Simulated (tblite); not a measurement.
Run record: tight-binding relaxation, `c1nnc(c(C)n1)[O][GeH3]`.

Computed with GFN2-xTB geometry optimisation, gas phase (tblite 0.8.0). Start geometry: from a force field or distance geometry. The command runs a driver script over a list of jobs; the input below is this job's line of settings and its coordinates in Å.

Command:
```bash
OMP_NUM_THREADS=1 python probes_run.py task.json out
```

Input:
```
{"job": {"kind": "relax", "xc": "GFN2-xTB", "basis": "xTB"}, "charge": 0, "multiplicity": 1}
C      0.827900     2.138200     0.006100
C      1.014200     0.663700    -0.075700
N      2.282400     0.148900    -0.190900
C      2.475800    -1.179400    -0.270800
N      1.414500    -2.032800    -0.193900
N      0.170100    -1.559600    -0.078100
C     -0.066900    -0.219200    -0.008000
O     -1.363700     0.272500     0.132000
Ge    -2.818900    -0.821200     0.214900
H      1.789600     2.668900    -0.053700
H      0.173400     2.473700    -0.835900
H      0.329900     2.404700     0.970900
H      3.473600    -1.578600    -0.354300
H     -4.099700     0.043400     0.355000
H     -2.915000    -1.656200    -1.079500
H     -2.694800    -1.758100     1.450500
```

Output:
```
step      E/eV     max force
  0    -731.29196    3.252
  1    -731.57293    1.289
  2    -731.67525    1.103
  3    -731.75783    0.657
  4    -731.79435    0.568
  5    -731.82059    0.485
  6    -731.84668    0.455
  7    -731.87045    0.448
  8    -731.89649    0.399
  9    -731.91931    0.419
... (34 lines left out)
 44    -732.01817    0.040
 45    -732.01832    0.041
 46    -732.01851    0.037
 47    -732.01869    0.048
 48    -732.01884    0.036
 49    -732.01892    0.020
 50    -732.01896    0.016
 51    -732.01899    0.015
 52    -732.01902    0.014
 53    -732.01904    0.010
```

«max force» is the largest atomic force in eV/Å.

Question: From which step on does the largest force stay under 0.1 eV/Å, and how much energy is left to gain from there?

Answer: From step 33 (0.086 eV/Å), 7.4 meV above the end.

In short: energy lowered by 16.8 kcal/mol over 53 steps; largest atomic force 0.010 eV/Å at the end.

Question: Give the final coordinates.

Answer: 0.228 Å rms from the input after alignment:
```
atom  x, y, z in Å
C1     0.8737    2.1899    0.0040
C2     0.9833    0.7100   -0.0607
N3     2.1585    0.1385   -0.1843
C4     2.1787   -1.1972   -0.2353
N5     1.1372   -1.9849   -0.1735
N6    -0.0502   -1.4382   -0.0497
C7    -0.1678   -0.1221    0.0092
O8    -1.3816    0.3554    0.1328
Ge9   -2.6236   -0.9917    0.1916
H10    1.8616    2.6349   -0.0644
H11    0.2449    2.5472   -0.8104
H12    0.3950    2.4817    0.9379
H13    3.1455   -1.6683   -0.3370
H14   -3.8331   -0.1182    0.3295
H15   -2.5745   -1.7178   -1.1076
H16   -2.3552   -1.8101    1.4065
```

Question: Estimate the wall time. Hardware: AMD EPYC, one thread, shared host.

Answer: About 1.4 s.
Labels such as C1 count atoms from 1, the log's own numbers from 0.
